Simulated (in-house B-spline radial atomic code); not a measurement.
Ionisation energies along the 13-electron series, configuration 1s2 2s2 2p6 3s2 3p1/2(1), as differences of self-consistent energies. Dirac energy differences include first-order Breit, QED and recoil terms. NIST's values go from ground level to ground level; the uncertainty of those that are theory runs from under 0.1 % in few-electron ions to several per cent in heavy many-electron ones. Computed with an all-electron radial atomic-structure program (B-spline basis): Dirac-Hartree-Fock, jj configuration that fills j = l - 1/2 first, finite nuclei.

```csv
ion,configuration after,ionisation energy (eV),IE/(q+1)² (eV),-ε less Coulomb ΔSCF (eV),Breit and QED recoil part (eV),tabulated value (eV),tabulated kind,computed minus tabulated (eV)
Cr11+,[Ne] 3s2,297.0,2.0625,0.28453,-0.11393,296.7,semi-empirical,0.3
Mn12+,[Ne] 3s2,342.4,2.0258,0.28848,-0.13835,343.6,semi-empirical,-1.2
Fe13+,[Ne] 3s2,390.9,1.9941,0.29226,-0.16602,392.2,semi-empirical,-1.3
Co14+,[Ne] 3s2,?,?,?,?,?,semi-empirical,?
Ni15+,[Ne] 3s2,?,?,?,?,?,semi-empirical,?
Cu16+,[Ne] 3s2,555.1,1.9209,0.30273,-0.27004,552.8,semi-empirical,2.3
Zn17+,[Ne] 3s2,616.2,1.9019,0.30596,-0.31249,613.3,semi-empirical,2.9
Ga18+,[Ne] 3s2,680.4,1.8849,0.3091,-0.35903,677,semi-empirical,3.4
Ge19+,[Ne] 3s2,?,?,?,?,?,semi-empirical,?
As20+,[Ne] 3s2,818.4,1.8559,0.31511,-0.46578,814,semi-empirical,4.4
Se21+,[Ne] 3s2,892.3,1.8435,0.318,-0.52632,887,semi-empirical,5.3
Br22+,[Ne] 3s2,969.3,1.8323,0.32083,-0.59214,963,semi-empirical,6.3
Kr23+,[Ne] 3s2,1049.5,1.8221,0.32361,-0.66314,1042,semi-empirical,7.5
Rb24+,[Ne] 3s2,1133.0,1.8129,0.32635,-0.73985,1125,semi-empirical,8.0
Sr25+,[Ne] 3s2,1219.8,1.8044,0.32905,-0.82234,1211,semi-empirical,8.8
Zr27+,[Ne] 3s2,1403.2,1.7898,0.33436,-1.006,1392,semi-empirical,11.2
```

(1) Fill in the row of Co14+.

(2) Fill in the row of Ni15+.

(3) Fill in the row of Ge19+.

(4) How far is this level of theory from the measured and semi-empirical values?

## Answers

(1) ionisation energy (eV): 442.5; IE/(q+1)² (eV): 1.9665; -ε less Coulomb ΔSCF (eV): 0.29589; Breit and QED recoil part (eV): -0.19701; tabulated value (eV): 441.1; computed minus tabulated (eV): 1.4.

(2) ionisation energy (eV): 497.2; IE/(q+1)² (eV): 1.9423; -ε less Coulomb ΔSCF (eV): 0.29937; Breit and QED recoil part (eV): -0.23171; tabulated value (eV): 495.4; computed minus tabulated (eV): 1.8.

(3) ionisation energy (eV): 747.8; IE/(q+1)² (eV): 1.8696; -ε less Coulomb ΔSCF (eV): 0.31214; Breit and QED recoil part (eV): -0.41002; tabulated value (eV): 744; computed minus tabulated (eV): 3.8.

(4) Over those 16 rows the differences run from -1.35 to +11.2 eV (mean absolute value 4.4 eV). The calculation leaves out correlation and, in open shells, the multiplet splittings that an average leaves out.
